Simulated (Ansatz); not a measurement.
Reaction (ligand exchange at the Al–C bond): `C#[C][AlH2]` + `C[SeH]` → `C[Se][AlH2]` + `C#C`

Isolated molecules relaxed with PBE0-D4/def2-TZVP in Ansatz; ΔE leaves out vibrations. CBS: MP2 limit from def2 TZ/QZ plus the TZ coupled-cluster correction, frozen cores. This one scheme is used for every species. Functionals use def2-TZVPP. HSE06 is defined as in plane-wave codes. For Se outer-core shells are correlated without core-valence functions, which leaves a few kJ/mol of doubt a bond. Scalar relativity is left out up to krypton.

`C#[C][AlH2]`:

Cartesian coordinates in Å:
```
C -0.733 -1.682 -0.058
C -0.250 -0.573 -0.019
Al 0.512 1.173 0.040
H -1.160 -2.660 -0.092
H -0.193 2.338 -0.761
H 1.824 1.403 0.889
```

`C[SeH]`:

Z-matrix (Å, degrees):
```
C
Se 1 1.949
H 1 1.088 2 110.6
H 1 1.087 2 110.6 3 -123.3
H 1 1.089 2 106.0 3 118.4
H 2 1.468 1 95.4 3 61.7
```

`C[Se][AlH2]`:

Z-matrix (Å, degrees):
```
C
Se 1 1.964
H 1 1.088 2 108.2
H 1 1.088 2 108.2 3 119.2
H 1 1.088 2 110.5 3 -120.4
Al 2 2.299 1 99.2 3 120.0
H 6 1.585 2 117.3 1 0.1
H 6 1.581 2 118.0 1 -179.9
```

`C#C`:

Cartesian coordinates in Å:
```
C 0.007 0.598 0.007
C -0.007 -0.598 -0.007
H 0.021 1.663 0.020
H -0.021 -1.663 -0.020
```

```tsv
level	ΔE (kJ/mol)	difference from CCSD(T)/CBS
BLYP-D4	-56.2	5.3
B97M-V	-50.5	11.0
PBE0-D4	-63.3	-1.8
r2SCAN0-D4	-61.6	-0.1
BHLYP-D4	-58.8	2.7
HSE06	-61.6	-0.1
HF/def2-TZVPP	-51.6	9.9
SCS-MP2/def2-TZVPP	-54.6	6.9
MP2/def2-QZVPP	-61.5	0.0
SCS-MP2/def2-QZVPP	-56.9	4.6
CCSD(T)/CBS	-61.5	0
```

Largest T1 diagnostic among the species: 0.013.

The D4 term adds −3.4 kJ/mol with B3LYP and −1.9 kJ/mol with PBE0; it sums over pairs of atoms, weighted by their polarisabilities, and B3LYP, whose exchange is more repulsive, gets the larger term. In def2-TZVPP, CCSD(T) changes the Hartree–Fock value by −5.1 kJ/mol (the triples alone add −1.0 kJ/mol) and MP2 by −7.4 kJ/mol.

B3LYP here is the variant with VWN-RPA as its local correlation; programs differ in this.
